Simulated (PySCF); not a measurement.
## Field gradients at the hydrogen positions

C₇H₁₁NOSi.
Numbering: `[CH2:1]=[C:2]([SiH2:3][NH2:4])[C:5](=[O:6])[CH2:7][C:8]#[C:9][CH3:10]` (hydrogens: H11, H12 on C1; H13, H14 on Si3; H15, H16 on N4; H17, H18 on C7; H19, H20, H21 on C10)

Cartesian coordinates in Å at the GFN2-xTB level; atoms count from 1:
```
atom  x, y, z in Å
C1     1.000    0.992   -0.877
C2     1.071    0.383    0.301
Si3    2.311   -0.973    0.767
N4     2.944   -1.518   -0.745
C5     0.293    0.796    1.472
O6     0.743    0.641    2.587
C7    -1.095    1.376    1.244
C8    -1.860    0.536    0.344
C9    -2.464   -0.192   -0.391
C10   -3.209   -1.057   -1.279
H11    1.631    0.684   -1.695
H12    0.345    1.828   -1.074
H13    1.602   -1.982    1.564
H14    3.457   -0.420    1.482
H15    2.300   -1.785   -1.474
H16    3.711   -2.168   -0.724
H17   -0.985    2.377    0.814
H18   -1.605    1.466    2.207
H19   -3.862   -1.711   -0.702
H20   -2.521   -1.670   -1.862
H21   -3.816   -0.462   -1.960
```

Level: PBE0/pcSseg-1 (PySCF, non-relativistic); Q(2H) = 0.00286 b; rigid geometry, the same for H and D, with no vibrational averaging.

Question: Rank these positions by the coupling χzz of a deuteron there, largest first.
A. H17 (methylene hydrogen)
B. H21 (methyl hydrogen)
C. H14 (Si–H hydrogen)
D. H12 (vinylic hydrogen)
E. H13 (Si–H hydrogen)
F. H15 (N–H hydrogen)

Answer: F (288 kHz), D (220 kHz), B (208 kHz), A (201 kHz), C (111 kHz), E (105 kHz).

Question: Tabulate Vzz, the asymmetry η and χzz = 234.96 MHz × Q × Vzz for every hydrogen position.

Answer: 
```json
{"atom": "H11", "bonded to": "C1", "bond length (Å)": "1.077", "Vzz (au)": "0.3301", "η": "0.02", "χzz (kHz)": "222"}
{"atom": "H12", "bonded to": "C1", "bond length (Å)": "1.080", "Vzz (au)": "0.3276", "η": "0.04", "χzz (kHz)": "220"}
{"atom": "H13", "bonded to": "Si3", "bond length (Å)": "1.469", "Vzz (au)": "0.1563", "η": "0.02", "χzz (kHz)": "105"}
{"atom": "H14", "bonded to": "Si3", "bond length (Å)": "1.460", "Vzz (au)": "0.1648", "η": "0.02", "χzz (kHz)": "111"}
{"atom": "H15", "bonded to": "N4", "bond length (Å)": "1.008", "Vzz (au)": "0.4293", "η": "0.16", "χzz (kHz)": "288"}
{"atom": "H16", "bonded to": "N4", "bond length (Å)": "1.006", "Vzz (au)": "0.4325", "η": "0.16", "χzz (kHz)": "291"}
{"atom": "H17", "bonded to": "C7", "bond length (Å)": "1.095", "Vzz (au)": "0.2985", "η": "0.01", "χzz (kHz)": "201"}
{"atom": "H18", "bonded to": "C7", "bond length (Å)": "1.093", "Vzz (au)": "0.2972", "η": "0.02", "χzz (kHz)": "200"}
{"atom": "H19", "bonded to": "C10", "bond length (Å)": "1.090", "Vzz (au)": "0.3087", "η": "0.02", "χzz (kHz)": "207"}
{"atom": "H20", "bonded to": "C10", "bond length (Å)": "1.090", "Vzz (au)": "0.3090", "η": "0.02", "χzz (kHz)": "208"}
{"atom": "H21", "bonded to": "C10", "bond length (Å)": "1.090", "Vzz (au)": "0.3088", "η": "0.02", "χzz (kHz)": "208"}
```

Question: Average by the element that carries the hydrogen.

Answer: on C: 209 kHz over 7 positions, mean bond length 1.088 Å; on Si: 108 kHz over 2 positions, mean bond length 1.464 Å; on N: 290 kHz over 2 positions, mean bond length 1.007 Å.

Question: How does χzz go with the bond length over the 7 C–H bonds?

Answer: A straight-line fit has a slope of -13.0 kHz for each 0.01 Å, with a correlation coefficient of -0.99, over lengths from 1.077 to 1.095 Å. The longer bonds have the smaller couplings here.

Isolated species at its GFN2-xTB geometry (one conformer only). GFN2-xTB frequencies show an imaginary mode (21i cm⁻¹), so this geometry is no minimum at that level. GFN2-xTB bond lengths can be off by several hundredths of an ångström, more for odd bonds, and the gradients follow them. These gradients aren't converged with respect to the basis.

The run behind these numbers computed NMR shieldings as well. Hardware: an Arm Neoverse N1 with one thread, shared host with 64 logical CPUs at a one-minute load of 60. Cost: 1.9 min of wall time (with the writing of density and orbital grids), 1.1 GiB resident at most.
